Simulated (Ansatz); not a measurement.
(BeTe)n: PBE-D4/def2-SVP single points in Ansatz on relaxed structures, gas phase. Core potentials for Te, no spin–orbit coupling. Binding counts from free atoms in the multiplicity of their measured ground term, without zero-point energy. The structures are stationary points that may keep the symmetry of their start.

| species | atoms | state | geometry | HOMO (eV) | LUMO (eV) | gap (eV) | binding per atom (eV) | point group (within 0.1 Å) |
| --- | --- | --- | --- | --- | --- | --- | --- | --- |
| (BeTe)4 cube (Be4Te4) | 8 | singlet | PBE-D4/def2-SVP | -5.81 | -3.96 | 1.85 | 3.07 | Td |
| (BeTe)6 ring (Be6Te6) | 12 | singlet | r2SCAN-D4/def2-SVP | -5.71 | -3.30 | 2.42 | 2.94 | – |

Q: Estimate the rows for (BeTe)2 ring (Be2Te2) (singlet, PBE0-D4/def2-TZVP geometry).

A: 
```json
{"species": "(BeTe)2 ring (Be2Te2)", "atoms": "4", "state": "singlet", "geometry": "PBE0-D4/def2-TZVP", "HOMO (eV)": "-5.21", "LUMO (eV)": "-3.63", "gap (eV)": "1.58", "binding per atom (eV)": "2.56", "point group (within 0.1 Å)": "D2h"}
```

The gap (eV) runs from 1.58 ((BeTe)2 ring) to 2.42 ((BeTe)6 ring). The binding per atom (eV) runs from 2.56 ((BeTe)2 ring) to 3.07 ((BeTe)4 cube).
